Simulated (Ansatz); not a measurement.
Basis sets compared for (KOH)2 ring (K₂O₂H₂). Charge 0, multiplicity 1. Geometry PBE0-D4/def2-TZVP. Ansatz on 4 threads of Arm Neoverse V1 on a shared host; times are rough, and most runs start from earlier orbitals.

```xyz
6

K     0.385   -0.277    1.668
O    -0.347    1.664    0.355
K    -0.390    0.275   -1.666
O     0.344   -1.665   -0.354
H    -0.529    2.581    0.556
H     0.537   -2.579   -0.559
```

Binding counts from free atoms (K doublet, O triplet, H doublet) in the same basis, without a counterpoise term.

```csv
level,functions,energy (Eh),HOMO (eV),LUMO (eV),binding per atom (eV),wall time
HF/STO-3G,38,-1334.9953,-4.42,5.80,1.35,0.15 s
HF/def2-TZVP,140,-1349.3490,-9.30,0.61,1.87,0.65 s
PBE-D4/def2-SVP,86,-1350.7223,-3.46,-0.95,3.04,0.9 s
PBE-D4/def2-TZVP,140,-1351.0789,-3.86,-0.88,3.08,1.3 s
r2SCAN-D4/def2-TZVP,140,-1351.5269,-4.07,-0.28,3.03,2.5 s
PBE0-D4/def2-SVP,86,-1350.8162,-4.94,-0.46,2.91,1.1 s
PBE0-D4/def2-TZVP (with forces),140,-1351.1671,-5.34,-0.38,2.95,1.9 s
```

Question: Estimate the rows for PBE-D4/def2-TZVPD, r2SCAN-D4/def2-TZVPD, PBE0-D4/def2-TZVPD.

Answer: 
```json
{"level": "PBE-D4/def2-TZVPD", "functions": "170", "energy (Eh)": "-1351.0844", "HOMO (eV)": "-4.01", "LUMO (eV)": "-0.90", "binding per atom (eV)": "3.09", "wall time": "2 s"}
{"level": "r2SCAN-D4/def2-TZVPD", "functions": "170", "energy (Eh)": "-1351.5310", "HOMO (eV)": "-4.20", "LUMO (eV)": "-0.31", "binding per atom (eV)": "3.05", "wall time": "3.4 s"}
{"level": "PBE0-D4/def2-TZVPD", "functions": "170", "energy (Eh)": "-1351.1716", "HOMO (eV)": "-5.46", "LUMO (eV)": "-0.40", "binding per atom (eV)": "2.96", "wall time": "2.3 s"}
```
